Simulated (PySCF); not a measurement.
BH₄NO. Atoms are numbered in the order given.

```xyz
7

B     -0.5032     0.0465     0.0000
H     -1.6994     0.0535     0.0000
O      0.1246     1.2660     0.0000
H      1.0864     1.2123     0.0000
N      0.1801    -1.1828     0.0000
H     -0.3105    -2.0601     0.0000
H      1.1822    -1.2859     0.0000
```
Charge 0, spin multiplicity 1.

Coordinates come from a r2SCAN-D4/def2-TZVP optimisation. Other conformers were not sampled.

All values below come from PBE0/pcSseg-2 run with PySCF.

GIAO shieldings, no solvent; atoms listed in one row are averaged. δ = σ(ref) − σ: ¹¹B against BF3 (σ = 88.8 ppm); ¹H against TMS (σ = 31.54 ppm); ¹⁷O against H2O (σ = 327.8 ppm); ¹⁵N against NH3 (σ = 263.3 ppm), references at their B3LYP-D3(BJ)/def2-TZVP geometries, non-relativistic.

| nucleus | atoms | count | δ (ppm) |
|---|---|---|---|
| ¹¹B | B1 | 1 | 16.8 |
| ¹H | H2 | 1 | 4.39 |
| ¹H | H4 | 1 | 3.05 |
| ¹H | H6 | 1 | 2.92 |
| ¹H | H7 | 1 | 2.35 |
| ¹⁷O | O3 | 1 | 107.9 |
| ¹⁵N | N5 | 1 | 74.9 |
